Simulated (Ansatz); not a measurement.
```yaml
crystal:
  periodic: [false, false, false]
  atoms:
    - {symbol: B, position_ang: [-0.995741, 1.844334, 0.481129]}
    - {symbol: O, position_ang: [-0.119658, 1.351801, 0.166761]}
    - {symbol: Si, position_ang: [0.559490, -0.122234, 0.610138]}
    - {symbol: Si, position_ang: [0.570845, -1.452023, -1.212938]}
    - {symbol: H, position_ang: [-2.039084, 1.637748, 1.315748]}
    - {symbol: H, position_ang: [-1.367587, 3.195440, 0.125720]}
    - {symbol: H, position_ang: [1.963399, -0.001462, 1.314670]}
    - {symbol: H, position_ang: [-0.387015, -0.850910, 1.803992]}
    - {symbol: H, position_ang: [1.543387, -0.891223, -2.172289]}
    - {symbol: H, position_ang: [-0.876746, -1.768949, -1.860218]}
    - {symbol: H, position_ang: [1.131187, -2.822479, -0.830581]}
basis:
  gaussian: {orbitals: aug-pcseg-2, fitting: {mean_field: cc-pVTZ-jkfit}}
magnetization: {spin_polarized: true, initial_magnetization: 1}
hamiltonian: {xc: {name: B97M-V}, pseudopotentials: {relativity: scalar}}
output: {forces: true}
```

```sh
$ ansatz run in.yaml --threads 2 --pin off --events-out ev --progress --plain --max-ram 4352MiB
```

Q: How does Ansatz answer? (Best estimate.)

A: Computed: The program refused the input.
```
Error: a molecule whose nuclei and cores have a total charge of 48 cannot have a net charge of 0 together with 1 unpaired electrons
```
